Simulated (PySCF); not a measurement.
**Basis-set dependence of population analyses: `COc1cccnc1`**

Species: C₆H₇NO.
Geometry (PBE0-D3(BJ)/def2-SVP, Å), atoms numbered from 1 in this order:
```
atom  x, y, z in Å
C1     2.1910   -0.3537   -0.2943
O2     1.1730    0.6095   -0.2672
C3    -0.1051    0.1965   -0.1970
C4    -1.0959    1.1854   -0.1863
C5    -2.4244    0.7971   -0.1133
C6    -2.7253   -0.5668   -0.0531
N7    -1.7908   -1.5076   -0.0637
C8    -0.5126   -1.1441   -0.1338
H9     2.1972   -0.9709    0.6212
H10    3.1394    0.1941   -0.3594
H11    2.1023   -1.0197   -1.1705
H12   -0.7956    2.2342   -0.2360
H13   -3.2235    1.5418   -0.1031
H14   -3.7658   -0.9047    0.0059
H15    0.2221   -1.9552   -0.1396
```

PBE0 throughout (PySCF), one geometry, spherical d and f functions. The structure is a single PBE0-D3(BJ)/def2-SVP conformer in the gas phase; no vibrational or solvent corrections. The first 7 of 13 kinds of atom are listed.

Mulliken charges (e):

```json
{"basis": "STO-3G", "functions": "47", "C1": "-0.125", "O2": "-0.178", "C3": "+0.096", "C4": "-0.096", "C5": "-0.087", "C6": "-0.009", "N7": "-0.233"}
{"basis": "pcSseg-0", "functions": "86", "C1": "-0.319", "O2": "-0.686", "C3": "+0.150", "C4": "-0.124", "C5": "-0.316", "C6": "+0.100", "N7": "-0.658"}
{"basis": "6-31G", "functions": "86", "C1": "-0.254", "O2": "-0.566", "C3": "+0.288", "C4": "-0.142", "C5": "-0.174", "C6": "-0.024", "N7": "-0.396"}
{"basis": "6-31G*", "functions": "126", "C1": "-0.293", "O2": "-0.497", "C3": "+0.355", "C4": "-0.182", "C5": "-0.189", "C6": "-0.016", "N7": "-0.381"}
{"basis": "cc-pVDZ", "functions": "147", "C1": "+0.052", "O2": "-0.281", "C3": "+0.074", "C4": "+0.043", "C5": "-0.059", "C6": "+0.093", "N7": "-0.216"}
{"basis": "def2-SVP", "functions": "147", "C1": "+0.104", "O2": "-0.335", "C3": "+0.138", "C4": "+0.016", "C5": "-0.062", "C6": "+0.036", "N7": "-0.160"}
{"basis": "pcSseg-1", "functions": "171", "C1": "-0.054", "O2": "-0.472", "C3": "+0.126", "C4": "-0.044", "C5": "-0.171", "C6": "+0.129", "N7": "-0.414"}
{"basis": "aug-cc-pVDZ", "functions": "247", "C1": "+0.724", "O2": "-0.739", "C3": "+1.062", "C4": "+0.660", "C5": "+0.888", "C6": "+0.079", "N7": "-0.336"}
{"basis": "6-311+G(2d,p)", "functions": "258", "C1": "-0.276", "O2": "-0.377", "C3": "+0.471", "C4": "-0.300", "C5": "+0.074", "C6": "-0.175", "N7": "-0.309"}
{"basis": "def2-TZVP", "functions": "290", "C1": "-0.250", "O2": "-0.230", "C3": "+0.296", "C4": "-0.240", "C5": "-0.044", "C6": "-0.089", "N7": "-0.191"}
```

IAO charges (e):

```json
{"basis": "STO-3G", "functions": "47", "C1": "-0.258", "O2": "-0.157", "C3": "+0.092", "C4": "-0.155", "C5": "-0.148", "C6": "-0.079", "N7": "-0.172"}
{"basis": "pcSseg-0", "functions": "86", "C1": "-0.224", "O2": "-0.295", "C3": "+0.153", "C4": "-0.155", "C5": "-0.171", "C6": "-0.050", "N7": "-0.244"}
{"basis": "6-31G", "functions": "86", "C1": "-0.244", "O2": "-0.302", "C3": "+0.159", "C4": "-0.155", "C5": "-0.169", "C6": "-0.054", "N7": "-0.247"}
{"basis": "6-31G*", "functions": "126", "C1": "-0.204", "O2": "-0.318", "C3": "+0.181", "C4": "-0.155", "C5": "-0.166", "C6": "-0.032", "N7": "-0.263"}
{"basis": "cc-pVDZ", "functions": "147", "C1": "-0.204", "O2": "-0.313", "C3": "+0.181", "C4": "-0.159", "C5": "-0.169", "C6": "-0.035", "N7": "-0.257"}
{"basis": "def2-SVP", "functions": "147", "C1": "-0.195", "O2": "-0.311", "C3": "+0.178", "C4": "-0.155", "C5": "-0.166", "C6": "-0.032", "N7": "-0.256"}
{"basis": "pcSseg-1", "functions": "171", "C1": "-0.203", "O2": "-0.319", "C3": "+0.177", "C4": "-0.157", "C5": "-0.172", "C6": "-0.035", "N7": "-0.265"}
{"basis": "aug-cc-pVDZ", "functions": "247", "C1": "-0.211", "O2": "-0.325", "C3": "+0.182", "C4": "-0.159", "C5": "-0.174", "C6": "-0.035", "N7": "-0.271"}
{"basis": "6-311+G(2d,p)", "functions": "258", "C1": "-0.212", "O2": "-0.327", "C3": "+0.182", "C4": "-0.158", "C5": "-0.173", "C6": "-0.034", "N7": "-0.272"}
{"basis": "def2-TZVP", "functions": "290", "C1": "-0.210", "O2": "-0.327", "C3": "+0.185", "C4": "-0.159", "C5": "-0.173", "C6": "-0.033", "N7": "-0.270"}
```

Hirshfeld charges (e):

| basis | functions | C1 | O2 | C3 | C4 | C5 | C6 | N7 |
| --- | --- | --- | --- | --- | --- | --- | --- | --- |
| STO-3G | 47 | +0.049 | -0.091 | +0.068 | -0.040 | -0.027 | +0.018 | -0.172 |
| pcSseg-0 | 86 | -0.018 | -0.103 | +0.066 | -0.051 | -0.049 | +0.001 | -0.157 |
| 6-31G | 86 | -0.011 | -0.126 | +0.068 | -0.047 | -0.047 | +0.001 | -0.176 |
| 6-31G* | 126 | -0.013 | -0.115 | +0.069 | -0.048 | -0.048 | +0.002 | -0.174 |
| cc-pVDZ | 147 | -0.027 | -0.089 | +0.064 | -0.053 | -0.051 | -0.002 | -0.150 |
| def2-SVP | 147 | -0.028 | -0.097 | +0.069 | -0.053 | -0.051 | 0.000 | -0.156 |
| pcSseg-1 | 171 | -0.028 | -0.105 | +0.069 | -0.054 | -0.052 | 0.000 | -0.165 |
| aug-cc-pVDZ | 247 | -0.035 | -0.110 | +0.067 | -0.054 | -0.054 | -0.004 | -0.168 |
| 6-311+G(2d,p) | 258 | -0.026 | -0.114 | +0.064 | -0.052 | -0.053 | -0.003 | -0.171 |
| def2-TZVP | 290 | -0.032 | -0.108 | +0.067 | -0.053 | -0.053 | -0.003 | -0.166 |

Question: Which scheme is steadiest as the basis changes?

Answer: Largest range over the bases for any column: Hirshfeld 0.08 e, IAO 0.17 e, Mulliken 1.20 e. Hirshfeld charges move least and Mulliken charges most, counted in e. Without the minimal STO-3G basis the ranges are Hirshfeld 0.04, IAO 0.05, Mulliken 1.20 e.

Question: How much do the charges still move between the two largest bases, 6-311+G(2d,p) and def2-TZVP?

Answer: At most, over all atoms: Mulliken 0.176 e, IAO 0.003 e, Hirshfeld 0.006 e.

Question: What do the same runs give for the total energy, the frontier levels and the dipole moment?

Answer: 
```tsv
basis	energy (Eh)	HOMO (eV)	LUMO (eV)	μ (D)
STO-3G	-357.8372	-4.44	2.35	2.01
pcSseg-0	-361.5484	-6.95	-0.70	1.89
6-31G	-362.2735	-6.69	-0.42	1.85
6-31G*	-362.3816	-6.53	-0.36	1.83
cc-pVDZ	-362.4117	-6.62	-0.51	1.84
def2-SVP	-362.1245	-6.74	-0.62	1.85
pcSseg-1	-362.3429	-6.82	-0.75	1.90
aug-cc-pVDZ	-362.4322	-6.78	-0.81	1.92
6-311+G(2d,p)	-362.4874	-6.79	-0.82	1.91
def2-TZVP	-362.5187	-6.77	-0.76	1.89
```

The dipole is fixed by the density alone, so its range of 0.18 D shows that the density itself changes with the basis, not only its division among atoms.
